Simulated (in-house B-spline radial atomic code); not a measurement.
Fe IV (Fe3+) is squeezed into an impenetrable sphere of radius R (the orbitals vanish at R). No spin polarisation. Caution: exact exchange at fractional occupations of open shells leaves self-interaction of up to several eV. All numbers are computed (non-relativistic B3LYP, spherical fractional occupations; point nucleus) with an all-electron radial atomic-structure program (B-spline basis), not measured.

Energies in eV above the free ion in [Ar] 3d5:

| R (bohr) | highest level (eV) | [Ar] 3d5 | [Ne] 3s2 3p5 3d6 | -dE/dV in [Ar] 3d5 (GPa) |
| --- | --- | --- | --- | --- |
| 8.12 | -43.8 | 0 | 56.01 | 1.88e-06 |
| 6.24 | -43.8 | 0.0001564 | 56.01 | 0.00106 |
| 5.2 | -43.8 | 0.003626 | 56.01 | 0.0343 |
| 4.01 | -43.7 | 0.1139 | 56.13 | 1.72 |
| 3.65 | -43.5 | 0.3122 | 56.34 | 5.61 |
| 3.05 | -42.3 | 1.647 | 57.81 | 42.3 |
| 2.63 | -40.1 | 5.383 | 61.92 | 193 |
| 2.3 | -36.1 | 14.29 | 71.56 | 707 |
| 1.61 | -4.73 | 139 | 200.8 | 16600 |
| 1.22 | 63.7 | 596.3 | 658.5 | 136000 |

(1) Does [Ne] 3s2 3p5 3d6 fall below [Ar] 3d5 under compression?

The highest level is first positive in the row R = 1.22 bohr, pushed up by confinement above the zero of the free ion's potential. Each configuration is held fixed and needn't be the lowest in the sphere.

Answers

(1) No, it stays above over the whole range.
